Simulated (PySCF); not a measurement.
Spectrum to structure. Theory: TDDFT PBE0/def2-SVPD, vertical, gas phase, core orbitals frozen in the response (PySCF 2.14.0, density-fitted response routines). Geometries: GFN2-xTB, one conformer each.

| state | E (eV) | f |
| --- | --- | --- |
| S1 | 3.69 | 0.0004 |
| S2 | 5.48 | 0.020 |
| S3 | 6.02 | 0.181 |
| S4 | 6.37 | 0.0021 |
| S5 | 6.69 | 0.024 |
| S6 | 7.36 | 0.0057 |

Triplets computed (Tamm–Dancoff): 3.15, 3.98 eV.

Task: Which structure fits? All have the formula C5H5FO.
A. `FCC1=COC=C1`
B. `C=C/C=C\C(=O)F`
C. `CC(=O)C1(F)C=C1`
D. `CC(=O)C1=C[C@@H]1F`
E. `C=CCC(F)=C=O`

Result: D. Its S1 lies at 3.69 eV; the nearest of the others has S1 at 4.42 eV. S1 is HOMO→LUMO (96%). Löwdin shares by element: HOMO oxygen 55%, carbon 26% or more (atoms not listed hold the other 18%); LUMO carbon 63% or more, oxygen 22% (atoms not listed hold the other 15%). At the same level the other candidates give, for their lowest levels:
- `C=C/C=C\C(=O)F`: 4.64 eV (f 0.000); 4.93 eV (f 0.549); 6.51 eV (f 0.028); 6.62 eV (f 0.001); 7.22 eV (f 0.000); T1 2.70 eV; HOMO -7.73, LUMO -2.59 eV
- `C=CCC(F)=C=O`: 2.56 eV (f 0.001); 4.97 eV (f 0.030); 5.73 eV (f 0.053); 6.09 eV (f 0.001); 7.01 eV (f 0.020); T1 2.05 eV; HOMO -6.75, LUMO -2.09 eV
- `CC(=O)C1(F)C=C1`: 4.42 eV (f 0.001); 5.70 eV (f 0.001); 6.13 eV (f 0.013); 6.61 eV (f 0.003); 6.77 eV (f 0.146); T1 3.85 eV; HOMO -7.54, LUMO -0.93 eV
- `FCc1ccoc1`: 6.18 eV (f 0.112); 6.62 eV (f 0.035); 6.72 eV (f 0.005); 7.18 eV (f 0.038); 7.44 eV (f 0.024); T1 4.00 eV; HOMO -6.95, LUMO -0.17 eV

Conformer computed: `[CH3:1][C:2](=[O:3])[C:4]1=[CH:5][C@@H:6]1[F:7]`: C1–C2–C4–C5 142°.
